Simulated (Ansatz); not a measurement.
Cost and result for the atomization energy of H₇NO₃Si₂ (`O[SiH2]N[SiH](O)O`) (13 atoms, 12 bonds).

Cartesian coordinates in Å:
```
O -1.411 -0.739 -1.430
Si -0.025 0.135 -1.704
N 0.916 0.059 -0.280
Si 0.385 0.322 1.334
O 1.132 -0.852 2.203
O -1.247 0.288 1.337
H -2.170 -0.513 -1.970
H -0.449 1.515 -2.059
H 0.779 -0.441 -2.811
H 1.828 -0.365 -0.375
H 0.740 1.637 1.912
H 1.163 -0.738 3.154
H -1.642 -0.308 0.689
```

Total charge 0; spin multiplicity 1. All single points use the PBE0-D4/def2-TZVP geometry. It is one conformer, not always the lowest. Program: Ansatz. All runs use 2 threads of an AMD EPYC 7R13 on a shared host and a share of an NVIDIA H100 80 GB. Times are those of one run each, without the atoms' runs, and a repeat can differ threefold. Electronic energies, without spin–orbit coupling; frozen cores. CCSD(T)/CBS adds CCSD(T) − MP2 in def2-TZVPP to the MP2 limit, and its time is that of the two runs behind it. T1 = 0.012.

CCSD(T)/CBS is a level of theory with its own doubt, some kJ/mol a heavy atom from the limit and from the frozen cores, so smaller differences don't rank the functionals.

```csv
level,functions,wall time
PBE-D4/def2-TZVPP (with forces),306,3 s
CCSD(T)/def2-SVP,127,4.4 s
r2SCANh-D4/def2-TZVPP,306,4.9 s
PBE0-D4/def2-TZVPP,306,4.9 s
r2SCAN-D4/def2-TZVPP (with forces),306,5.5 s
ωB97X-V/def2-TZVPP,306,6.5 s
ωB97M-V/def2-TZVPP (with forces),306,7 s
PBE-QIDH/def2-TZVPP,306,7 s
CAM-B3LYP-D4/def2-TZVPP,306,7.5 s
B2PLYP/def2-TZVPP,306,7.5 s
CCSD(T)/def2-TZVPP,306,8 s
MP2/def2-QZVPP,578,9.5 s
CCSD(T)/CBS(def2),–,18 s
```

Question: What atomization energy does each give, and how far from CCSD(T)/CBS? (Best estimate.)

Answer: Computed: 
| level | atomization (kJ/mol) | difference from CCSD(T)/CBS | per bond |
| --- | --- | --- | --- |
| PBE-D4/def2-TZVPP (with forces) | 4941.1 | -3.5 | -0.3 |
| CCSD(T)/def2-SVP | 4485.6 | -459.0 | -38.2 |
| r2SCANh-D4/def2-TZVPP | 4863.2 | -81.4 | -6.8 |
| PBE0-D4/def2-TZVPP | 4841.8 | -102.8 | -8.6 |
| r2SCAN-D4/def2-TZVPP (with forces) | 4902.5 | -42.1 | -3.5 |
| ωB97X-V/def2-TZVPP | 4931.8 | -12.8 | -1.1 |
| ωB97M-V/def2-TZVPP (with forces) | 4934.6 | -10.0 | -0.8 |
| PBE-QIDH/def2-TZVPP | 4833.3 | -111.3 | -9.3 |
| CAM-B3LYP-D4/def2-TZVPP | 4940.4 | -4.2 | -0.3 |
| B2PLYP/def2-TZVPP | 4855.0 | -89.6 | -7.5 |
| CCSD(T)/def2-TZVPP | 4780.5 | -164.1 | -13.7 |
| MP2/def2-QZVPP | 4988.0 | 43.4 | 3.6 |
| CCSD(T)/CBS(def2) | 4944.6 | 0.0 | 0.0 |

From r2SCAN to r2SCAN0 (25 % exact exchange), in def2-TZVPP and without D4, the atomization energy moves by −97.3 kJ/mol: exact exchange takes away binding that semilocal exchange gives to molecules. The D4 term adds +50.2 kJ/mol with B3LYP and +26.4 kJ/mol with PBE0; it sums over pairs of atoms, weighted by their polarisabilities, and B3LYP, whose exchange is more repulsive, gets the larger term. In def2-TZVPP, CCSD(T) changes the Hartree–Fock value by +1316.7 kJ/mol (the triples alone add +71.9 kJ/mol) and MP2 by +1425.0 kJ/mol; breaking electron pairs costs correlation energy, which Hartree–Fock lacks.

B3LYP here is the variant with VWN-RPA as its local correlation; programs differ in this.
